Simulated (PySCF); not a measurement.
# The 11-electron isoelectronic series, spin-free X2C

All values are computed (PySCF 2.14, energy differences of UHF-based or UKS calculations, no spin-orbit coupling). Each ion has its own even-tempered basis scaled to its charge (17s12p4d4f for the first); frozen: 1s2. Ionisation energies in eV, correlation energies of the ion in mhartree.

| ion | configuration | UHF | LDA | PBE | PBE0 | r2SCAN | MP2 (outer shells) | CCSD (outer shells) | E_corr MP2 | E_corr CCSD(T) | NIST (with spin-orbit, Breit and QED) |
| --- | --- | --- | --- | --- | --- | --- | --- | --- | --- | --- | --- |
| Eu⁵²⁺ | [Ne] 3s1 (2S) | 4839.7 | 4842.9 | 4847.1 | 4845.4 | 4838.7 | 4840.5 | 4840.5 | -343.5 | -344.7 | 4838 ± 4 (t) |
| Gd⁵³⁺ | [Ne] 3s1 (2S) | 5026.6 | 5029.8 | 5034.1 | 5032.3 | 5025.5 | 5027.3 | 5027.3 | -344.6 | -345.7 | 5025 ± 5 (t) |
| Tb⁵⁴⁺ | [Ne] 3s1 (2S) | 5218.3 | 5221.5 | 5225.9 | 5224.1 | 5217.2 | 5219.0 | 5219.0 | -345.6 | -346.8 | 5217 ± 5 (t) |
| Dy⁵⁵⁺ | [Ne] 3s1 (2S) | 5413.4 | 5416.7 | 5421.2 | 5419.4 | 5412.3 | 5414.2 | 5414.2 | -346.7 | -347.8 | 5412 ± 5 (t) |
| Er⁵⁷⁺ | [Ne] 3s1 (2S) | 5817.2 | 5820.6 | 5825.3 | 5823.4 | 5816.1 | 5818.0 | 5818.0 | -348.9 | -350.0 | 5815 ± 6 (t) |
| Tm⁵⁸⁺ | [Ne] 3s1 (2S) | 6025.9 | 6029.3 | 6034.2 | 6032.2 | 6024.8 | 6026.7 | 6026.7 | -350.1 | -351.1 | 6023 ± 6 (t) |
| Yb⁵⁹⁺ | [Ne] 3s1 (2S) | 6238.3 | 6241.8 | 6246.8 | 6244.8 | 6237.2 | 6239.1 | 6239.1 | -351.3 | -352.3 | 6236 ± 7 (t) |
| Lu⁶⁰⁺ | [Ne] 3s1 (2S) | 6455.9 | 6459.4 | 6464.5 | 6462.5 | 6454.8 | 6456.7 | 6456.7 | -352.5 | -353.5 | 6452 ± 10 (t) |
| Hf⁶¹⁺ | [Ne] 3s1 (2S) | 6677.3 | 6680.8 | 6686.1 | 6684.0 | 6676.1 | 6678.1 | 6678.1 | -353.7 | -354.6 | 6674 ± 12 (t) |

Interpolate the row of Ho⁵⁶⁺.

configuration [Ne] 3s1 (2S); UHF 5613.5; LDA 5616.9; PBE 5621.5; PBE0 5619.6; r2SCAN 5612.4; MP2 (outer shells) 5614.3; CCSD (outer shells) 5614.3; E_corr MP2 -347.8; E_corr CCSD(T) -348.9; NIST (with spin-orbit, Breit and QED) 5611 ± 5 (t).

Each ion has its own basis, which adds noise of up to about 0.1 % along the series.

NIST values marked (s) are semi-empirical, (t) theoretical. Open shells are high-spin determinants of the terms that Hund's rules give.
